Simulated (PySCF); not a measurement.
Isomers of [C7H11O2]- (charge -1), one GFN2-xTB conformer each. Single-point energies are computed at PBE0/pcSseg-1 (PySCF, gas phase, no added dispersion term), electronic only.

| SMILES | GFN2-xTB relative energy (kcal/mol) |
| --- | --- |
| CCCC(=O)/C=C(\C)[O-] | 4.4 |
| CC/C(C)=C(\C)C(=O)[O-] | 2.1 |
| C=C(CCC)CC(=O)[O-] | 0.0 |

Conformers: `[CH3:1][CH2:2][CH2:3][C:4](=[O:5])/[CH:6]=[C:7](\[CH3:8])[O-:9]` (charge -1) with C1–C2–C3–C4 -64°, C2–C3–C4–O5 103°, C3–C4–C6–C7 178°; `[CH3:1][CH2:2]/[C:3]([CH3:4])=[C:5](\[CH3:6])[C:7](=[O:8])[O-:9]` (charge -1) with C1–C2–C3–C4 98°; `[CH2:1]=[C:2]([CH2:3][CH2:4][CH3:5])[CH2:6][C:7](=[O:8])[O-:9]` (charge -1) with C1–C2–C3–C4 -100°, C2–C3–C4–C5 -179°, C1–C2–C6–C7 -104°, C2–C6–C7–O8 110°.

What does PBE0/pcSseg-1 give for the same structures?

```csv
SMILES,PBE0/pcSseg-1 E (Eh),PBE0/pcSseg-1 (kcal/mol),GFN2-xTB (kcal/mol),point group
CCCC(=O)/C=C(\C)[O-],-423.32675,0.0,4.4,C1
CC/C(C)=C(\C)C(=O)[O-],-423.32358,2.0,2.1,C1
C=C(CCC)CC(=O)[O-],-423.32264,2.6,0.0,C1
```

GFN2-xTB puts C=C(CCC)CC(=O)[O-] lowest instead; measured from each level's own lowest isomer, the values differ by up to 4.4 kcal/mol (CCCC(=O)/C=C(\C)[O-]: 4.4 against 0.0). Neighbours under 5.0 kcal/mol apart (CCCC(=O)/C=C(\C)[O-] and CC/C(C)=C(\C)C(=O)[O-]; CC/C(C)=C(\C)C(=O)[O-] and C=C(CCC)CC(=O)[O-]) can change places with a better method, another conformer or zero-point energy.
